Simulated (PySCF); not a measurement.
**C₆ coefficients of unlike pairs at B97-3**

Calculated with PySCF 2.14 from the dipole response of each species, C₆(A,B) = (3/π) ∫ α_A(iu) α_B(iu) du, in atomic units, from isotropic polarisabilities. For ions this is the dispersion term alone; charge-induced terms of lower order in 1/R come first.

| species | configuration | basis | relativity | α (bohr³) | C₆ (like pair) |
| --- | --- | --- | --- | --- | --- |
| Ar | [Ar] (1S) | def2-QZVPPD (10s7p5d2f1g) | none | 11.36 | 66.11 |
| Kr³⁺ | [Ar] 3d10 4s2 4p3 (4S) | aug-cc-pV5Z-PP with ECP10MDF (8s7p6d4f3g2h) | core potential | 5.447 | 21.24 |
| Pd³⁺ | [Kr] 4d7 (4F) | aug-cc-pwCVDZ-PP with ECP28MDF (6s6p5d3f) | core potential | 4.299 | 19.53 |
| Os⁺ | [Xe] 4f14 5d6 6s1 (6D) | aug-cc-pVTZ-PP with ECP60MDF (6s6p5d3f2g) | core potential | 28.64 | 238.8 |

Problem. Estimate C₆ for Pd³⁺ with Kr³⁺.

Solution. The integral gives 19.93. The combination rule 2 C_A C_B / (C_A α_B/α_A + C_B α_A/α_B) gives 19.99 and the geometric mean 20.37.

No spin-orbit coupling is included.

The other pairs:

```csv
pair,C₆
"Os⁺, Kr³⁺",67.46
"Os⁺, Ar",123.1
"Os⁺, Pd³⁺",60.36
"Pd³⁺, Ar",33.79
"Kr³⁺, Ar",37.05
```
